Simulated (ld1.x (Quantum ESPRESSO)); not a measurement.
**Which change was made? (Os, TM semilocal)**

osmium (Os), norm-conserving Troullier–Martins (semilocal form), made with ld1.x (Quantum ESPRESSO) 7.5 (PBEsol, scalar-relativistic). Core [Kr] 4d10 4f14, reference 5s2 5p6 5d6 6s1.5 6p0 (charge +0.5). Waves: 5s (bound): rc 1.55 bohr; 5p (bound): rc 1.55 bohr; 5d (bound): rc 1.65 bohr. Local part: the d channel. Core correction: none.

Occupied shells without a wave of their own: 6s. They enter only through the test configuration that unscreens the potential.

Cutoffs, loose and tight: the cutoffs (Ry, on a coarse ladder) from which the occupation-weighted sum of valence levels, in a spherical-Bessel basis at the reference potential, stays within 10 and 1 mRy of its value at 400 Ry. They do not see the model core or the augmentation charge, which bear on the density cutoff. Test errors are all-electron minus pseudo excitation energies from the reference, over the configurations 5s2 5p6 5d6 6s2 6p0; 5s2 5p6 5d6 6s1 6p0; 5s2 5p6 5d6 6s0 6p0; 5s2 5p6 5d5 6s2 6p1; 5s2 5p6 5d7 6s1 6p0; 5s2 5p6 5d6 6s0 6p2; 5s2 5p6 5d6 6s0 6p1; variants that change the core or the reference have their own tests.

The base gives: outcome: generated, misses its reference levels by 2.07 eV; cutoff, loose: 70 Ry; cutoff, tight: 100 Ry; bound ghosts: none; largest test error (meV): -4136.

**Question.** After one change the result is: outcome: generated, misses its reference levels by 0.20 eV; cutoff, loose: 140 Ry; cutoff, tight: 200 Ry; bound ghosts: none; largest test error (meV): -403. Which change was it?
A. wave 5d (bound): rc 1.65 bohr becomes 5d (bound): rc 1.14 bohr
B. all radii scaled by about 0.75 (s 1.16, p 1.16, d 1.24 bohr)
C. functional LDA (PZ)

**Answer.** B. The others give: wave 5d (bound): rc 1.65 bohr becomes 5d (bound): rc 1.14 bohr → outcome: generated, misses its reference levels by 2.07 eV; cutoff, loose: 110 Ry; cutoff, tight: 200 Ry; bound ghosts: none; largest test error (meV): -4134 | functional LDA (PZ) → outcome: generated, misses its reference levels by 2.09 eV; cutoff, loose: 70 Ry; cutoff, tight: 100 Ry; bound ghosts: none; largest test error (meV): -4156.
